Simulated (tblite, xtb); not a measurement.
FIn, charge +1, doublet, geometry from GFN2-xTB (such geometries of metal compounds can be far from the true shape) (a state made from the parent by changing its charge; the spin is typed, not shown lowest). Base run: xtb with GFN1-xTB.

Geometry (Å):
```xyz
2

In     0.0000     0.0000    -0.3550
F      0.0000     0.0000     1.9325
```
Charge +1, spin multiplicity 2.
All else is at xtb's defaults.
Base energy -6.15829 Eh.

Programs used: tblite, xtb; a row that names a program was run with it.

Variants of this job, named by their change:

| change | ΔE vs base (kcal/mol) | G_solv (kcal/mol) | SCF cycles |
|---|---|---|---|
| base | 0.000 | - | 8 |
| alpb = toluene | -36.70 | -36.70 | 8 |
| etemp = 10000 | -31.18 | - | 8 |
| gbsa = water | -47.89 | -47.89 | 7 |
| program = tblite; method = gfn1; option = (--alpb, water) | -48.55 | - | - |
| etemp = 1000 | -0.324 | - | 8 |
| acc = 0.0001 | 0.000 | - | 10 |
| alpb = methanol | -50.19 | -50.19 | 8 |
| program = tblite; method = gfn1; option = --spin-polarized | -6.51 | - | - |
| acc = 30 | 0.000 | - | 6 |

ALPB and GBSA are two models with their own fitted parameters for each solvent, which aren't always the measured dielectric constant.
